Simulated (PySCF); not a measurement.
[FeF4]2- holds Fe(II), d6, at total charge -2. The structure is a PBE0-D3(BJ)/def2-TZVP, IEF-PCM water geometry optimised for multiplicity 5; coordination distorted tetrahedral, point group D2d, metal–donor distances 1.95 Å.

Method (PySCF 2.14, density fitting): CASSCF(6,5) with orbitals averaged over all microstates of the shell, strongly contracted NEVPT2 on the averaged canonical orbitals; basis x2c-TZVPall on the metal, x2c-SVPall elsewhere; spin-free X2C; IEF-PCM water; spin-orbit coupling by state interaction with the mean-field operator over all roots.

CASSCF energies above the lowest CASSCF root:

```csv
state,CASSCF / cm⁻¹
5A1,0
5E,3168
5B1,4607
5B2,11960
3A2,17788
3E,19705
3B1,22504
3E,22882
3A1,22940
3B2,24962
3B1,25713
3A2,25939
3E,26182
3E,26468
3E,28593
1B2,28826
3A1,28918
3A2,29380
1B1,29458
3B2,29816
3E,30410
1E,30570
```

How does dynamic correlation (SC-NEVPT2) move these states?


```csv
state,NEVPT2 / cm⁻¹,shift / cm⁻¹
5A1,0,0
5E,4022,+854
5B1,5458,+851
5B2,14221,+2261
3A2,14626,-3162
3E,17280,-2425
3B1,20872,-1632
3E,21292,-1589
3A1,21858,-1083
3B2,23459,-1503
3B1,23666,-2047
3A2,24930,-1009
3E,25374,-808
3E,25046,-1422
3E,26535,-2058
1B2,25636,-3190
3A1,26821,-2097
3A2,28092,-1288
1B1,26424,-3034
3B2,28455,-1361
3E,28460,-1950
1E,27956,-2614
```

NEVPT2 lifts 5E from 3168 to 4022 cm⁻¹; on the d shell alone such lifts tend to overshoot. Gaps between spin states lean to high spin in this active space.
